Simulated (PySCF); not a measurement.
Basis-set dependence of excited states

CHBrF₂.
SMILES: `FC(F)Br`

TDDFT with PBE0 (PySCF), vertical singlets, core orbitals frozen in the response, spherical d and f functions. Geometry: PBE0-D3(BJ)/def2-SVP; no solvent, vibrations or thermal averaging. Relativistic effects, spin–orbit coupling among them, are left out although an element past zinc is present.

```
    basis  functions  diffuse  S1 (eV)  S2 (eV)  S3 (eV)  S4 (eV)  S5 (eV)  LUMO (eV)  α (au)
   6-31G*         76       no     6.61     6.62     8.71    10.03    10.30      -0.33    27.4
 def2-SVP         79       no     6.77     6.79     8.98     9.70     9.74      -0.16    26.6
def2-SVPD        115      yes     6.43     6.46     8.36     8.38     8.54      -0.77    38.1
def2-TZVP        147       no     6.59     6.62     8.70     9.35     9.39      -0.47    33.5
```

Question: How much do these states and the polarisability depend on the basis?

Answer: States are compared by their number. Against the only diffuse basis here (def2-SVPD, itself not a converged limit), sets without diffuse functions differ by up to 0.34 eV in S1 and 1.76 eV in S5. State by state, the largest deviation of a set without diffuse functions is S1 0.34, S2 0.33, S3 0.63, S4 1.65, S5 1.76 eV. The same number needn't mean the same state in each row. Against def2-SVPD the polarisability deviates by -28% in 6-31G*, -30% in def2-SVP, -12% in def2-TZVP.
